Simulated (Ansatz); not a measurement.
Coupled-cluster run, CH$_{5}$ClOSSi (`OC(Cl)[SiH2]S`).

```yaml
crystal:
  periodic: [false, false, false]
  atoms:
    - {symbol: O, position_ang: [0.505737, 0.714493, 1.626270]}
    - {symbol: C, position_ang: [0.634727, -0.380332, 0.811128]}
    - {symbol: Cl, position_ang: [2.158972, -0.293971, -0.213299]}
    - {symbol: Si, position_ang: [-0.789516, -0.565941, -0.436531]}
    - {symbol: S, position_ang: [-1.031669, 1.370421, -1.304315]}
    - {symbol: H, position_ang: [0.177135, 1.454358, 1.094287]}
    - {symbol: H, position_ang: [0.792652, -1.253543, 1.443730]}
    - {symbol: H, position_ang: [-0.491433, -1.624725, -1.426924]}
    - {symbol: H, position_ang: [-2.065007, -0.829443, 0.274948]}
    - {symbol: H, position_ang: [0.191603, 1.357585, -1.866291]}
basis:
  gaussian: {orbitals: def2-SVP}
correlation: {method: ccsd_t}
```

```sh
$ ansatz run in.yaml --threads 4 --pin off --events-out ev --progress --plain --max-ram 10444MiB
```

The program prints (abridged):

```
Functional definition: HF
1021 factors; integrals over basis functions are off by at most 1.2e-3 eV
mean field evaluation 1: about -34315.6983 eV, gradient 3.0e1 eV
mean field evaluation 2: about -34315.7043 eV, gradient 3.0e1 eV
mean field evaluation 4: about -34318.1539 eV, gradient 3.5e0 eV
mean field evaluation 8: about -34318.2002 eV, gradient 2.0e-4 eV
mean field -34318.20018297 eV, -1261.1705950125 hartree, gradient 2.6e-6 eV, S^2 0.000000; 0 other end points of the search recorded, 0 dependent functions left out
17 core orbitals not correlated: weight in the atoms' cores, before any rotation towards them, 1.000 or more for the frozen orbitals, at most 0.000 for the correlated occupied ones
reference -34318.20018297 eV, -1261.1705950125 hartree; 16, 16 occupied and 74, 74 virtual orbitals, 1021 factors
second order -18.78075688 eV of doubles, -0.00000000 eV of singles
cycle   1  -19.73622802 eV  change   -9.6e-1 eV  update   9.9e-2
cycle   2  -20.24030999 eV  change   -5.0e-1 eV  update   2.9e-2
cycle   3  -20.34678951 eV  change   -1.1e-1 eV  update   1.5e-2
cycle   4  -20.34354825 eV  change    3.2e-3 eV  update   3.4e-3
cycle   5  -20.34262164 eV  change    9.3e-4 eV  update   1.5e-3
cycle   6  -20.34260383 eV  change    1.8e-5 eV  update   5.1e-4
cycle   7  -20.34237136 eV  change    2.3e-4 eV  update   1.9e-4
cycle   8  -20.34237456 eV  change   -3.2e-6 eV  update   6.7e-5
cycle   9  -20.34239906 eV  change   -2.4e-5 eV  update   2.3e-5
perturbative correction -0.56164127 eV, -0.0206399358 hartree
Total energy: -34339.10422329 eV, -1261.9388043252 hartree
```

Hardware: 4 threads of an Intel Xeon Platinum 8488C on a shared host. Wall time 3 s, peak host memory 0.46 GiB.

MP2 recovers 89.8 % of the CCSD(T) correlation energy and the triples give 2.7 %; T1 = 0.0113.
